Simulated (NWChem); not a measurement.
Everything below was run with NWChem. System: CH$_{3}$NOSi, charge 0, spin multiplicity 1, at a geometry optimised with PBE0/def2-SVP. The structure started from a generated list of species. Level: PBE0/def2-TZVPD.

Input file:

```
start mol
memory heap 200 mb stack 900 mb global 1100 mb
geometry units angstroms nocenter noautoz
  Si     0.100245     1.595925     0.000000
  N     -0.007417    -0.121444     0.000000
  C     -0.082659    -1.315477     0.000000
  O     -0.155988    -2.481044     0.000000
  H      0.833271     2.038733     1.219116
  H      0.833271     2.038733    -1.219116
  H     -1.274189     2.170899     0.000000
  symmetry group Cs
end
basis spherical
  * library def2-tzvpd
end
dft
  xc pbe0
  semidirect memsize 60000000 filesize 0
  iterations 100
end
task dft energy
```

NWChem printed:

```
             Northwest Computational Chemistry Package (NWChem) 7.3.0
             --------------------------------------------------------

                                NWChem Input Module
                                -------------------

 Scaling coordinates for geometry "geometry" by  1.889725989
 (inverse scale =  0.529177249)

 Turning off AUTOSYM since
 SYMMETRY directive was detected!

                             Geometry "geometry" -> ""
                             -------------------------

 Output coordinates in angstroms (scale by  1.889725989 to convert to a.u.)

  No.       Tag          Charge          X              Y              Z
 ---- ---------------- ---------- -------------- -------------- --------------
    1 Si                  14.0000     0.10024500     1.59592500     0.00000000
    2 N                    7.0000    -0.00741700    -0.12144400     0.00000000
    3 C                    6.0000    -0.08265900    -1.31547700     0.00000000
    4 O                    8.0000    -0.15598800    -2.48104400     0.00000000
    5 H                    1.0000     0.83327100     2.03873300     1.21911600
    6 H                    1.0000     0.83327100     2.03873300    -1.21911600
    7 H                    1.0000    -1.27418900     2.17089900     0.00000000

 Effective nuclear repulsion energy (a.u.)     137.7962729649

            Nuclear Dipole moment (a.u.)
            ----------------------------
        X                 Y               Z
 ---------------- ---------------- ----------------
     0.0000113384    -0.0000132281     0.0000000000

      Symmetry information
      --------------------

 Group name             Cs
 Group number              2
 Group order               2
 No. of unique centers     6

      Symmetry unique atoms

     1    2    3    4    5    7


 Summary of "ao basis" -> "" (spherical)
 ------------------------------------------------------------------------------
       Tag                 Description            Shells   Functions and Types
 ---------------- ------------------------------  ------  ---------------------
[...]
              MO Center=  1.0D-01, -3.4D-01,  1.0D-10, r^2= 3.8D+00
   Bfn.  Coefficient  Atom+Function         Bfn.  Coefficient  Atom+Function
  ----- ------------  ---------------      ----- ------------  ---------------
    52      0.303312  2 N  pz                55      0.270515  2 N  pz
   126     -0.270969  4 O  pz               129     -0.231353  4 O  pz
    58      0.163295  2 N  pz               132     -0.148118  4 O  pz
   159     -0.123848  5 H  s                168      0.123848  6 H  s
    18     -0.105701  1 Si pz               160     -0.090344  5 H  s

 Vector   20  Occ=0.000000D+00  E=-9.047591D-03  Symmetry=a'
              MO Center=  3.6D-02,  5.7D-01,  4.6D-13, r^2= 8.7D+00
   Bfn.  Coefficient  Atom+Function         Bfn.  Coefficient  Atom+Function
  ----- ------------  ---------------      ----- ------------  ---------------
    86      3.604403  3 C  s                 85      2.865448  3 C  s
   123     -2.569273  4 O  s                 49     -1.633190  2 N  s
    48     -1.620871  2 N  s                110     -0.677196  3 C  d  2
   122     -0.612960  4 O  s                 57      0.579644  2 N  py
    94      0.458301  3 C  py               108     -0.394086  3 C  d  0

 Vector   21  Occ=0.000000D+00  E= 7.846311D-03  Symmetry=a'
              MO Center=  1.8D-01,  2.9D+00, -1.1D-12, r^2= 9.0D+00
   Bfn.  Coefficient  Atom+Function         Bfn.  Coefficient  Atom+Function
  ----- ------------  ---------------      ----- ------------  ---------------
    49      9.218374  2 N  s                 85     -4.244021  3 C  s
     6     -3.676573  1 Si s                 20      2.945404  1 Si py
    48      1.778480  2 N  s                 94     -1.735261  3 C  py
     5     -1.045344  1 Si s                 86     -0.898219  3 C  s
    57     -0.601627  2 N  py                36      0.577282  1 Si d  2

 Vector   22  Occ=0.000000D+00  E= 1.503694D-02  Symmetry=a'
              MO Center=  1.6D-01,  3.9D-01,  8.8D-11, r^2= 5.6D+00
   Bfn.  Coefficient  Atom+Function         Bfn.  Coefficient  Atom+Function
  ----- ------------  ---------------      ----- ------------  ---------------
    93      0.310355  3 C  px                34      0.308694  1 Si d  0
    90      0.289184  3 C  px                87      0.276507  3 C  px
    16     -0.247519  1 Si px               130     -0.204885  4 O  px
   124     -0.174145  4 O  px                36     -0.167306  1 Si d  2
   127     -0.157480  4 O  px               177     -0.152891  7 H  s

 center of mass
 --------------
 x =  -0.01011705 y =  -0.16112336 z =   0.00000000

 moments of inertia (a.u.)
 ------------------
         736.637243112814         -44.947738358812           0.000000000000
         -44.947738358812          24.220954788053           0.000000000000
           0.000000000000           0.000000000000         739.462184940408

     Multipole analysis of the density
     ---------------------------------

     L   x y z        total         alpha         beta         nuclear
     -   - - -        -----         -----         ----         -------
     0   0 0 0      0.000000    -19.000000    -19.000000     38.000000

     1   1 0 0      0.053641      0.026815      0.026815      0.000011
     1   0 1 0      0.854932      0.427473      0.427473     -0.000013
     1   0 0 1     -0.000000     -0.000000     -0.000000      0.000000

     2   2 0 0    -22.763081    -17.432644    -17.432644     12.102208
     2   1 1 0     -0.207847    -11.935027    -11.935027     23.662206
     2   1 0 1      0.000000      0.000000      0.000000      0.000000
     2   0 2 0    -26.054621   -206.604160   -206.604160    387.153698
     2   0 1 1     -0.000000     -0.000000     -0.000000      0.000000
     2   0 0 2    -22.749990    -16.682467    -16.682467     10.614945

 Task  times  cpu:       21.9s     wall:       21.9s

 Total times  cpu:       22.0s     wall:       22.0s
```
